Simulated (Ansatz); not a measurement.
```xyz
14

C     1.4000    0.0000    0.0000
C     0.7000    1.2124    0.0000
C    -0.7000    1.2124    0.0000
C    -1.4000    0.0000    0.0000
C    -0.7000   -1.2124    0.0000
C     0.7000   -1.2124    0.0000
C     2.8100    0.0000    0.0000
H     3.3600    0.9300    0.0000
H     3.3600   -0.9300    0.0000
H     1.2425    2.1521    0.0000
H    -1.2425    2.1521    0.0000
H    -2.4850    0.0000    0.0000
H    -1.2425   -2.1521    0.0000
H     1.2425   -2.1521    0.0000
```

Basis set: def2-TZVP (spherical functions). Charge 0, multiplicity 2.

Computed with Ansatz (development build ahead of 0.2.0); each method stands on the lowest determinant of its kind that the runs found. Restricted functionals stand beside restricted open-shell atoms, which can lie above the unrestricted atoms usual in DFT and then raise those values.

(1) Give the atomization energy at this shape (free ground-state atoms in the same class of orbitals less the molecule, no zero-point energy) of doublet C₇H₇ by ωB97X (unrestricted), PBE0 (unrestricted), PBE0 (restricted open-shell), UHF, ROHF.

Answers

(1)

```
                      method  atomization energy
        ωB97X (unrestricted)       6549.3 kJ/mol
         PBE0 (unrestricted)       6646.8 kJ/mol
PBE0 (restricted open-shell)       6672.2 kJ/mol
                         UHF       4950.4 kJ/mol
                        ROHF       4974.7 kJ/mol
```

Caution for UHF: the unrestricted determinant is spin contaminated. Caution for ROHF: an unrestricted determinant lies well below.

The shape needn't be a minimum at these levels.
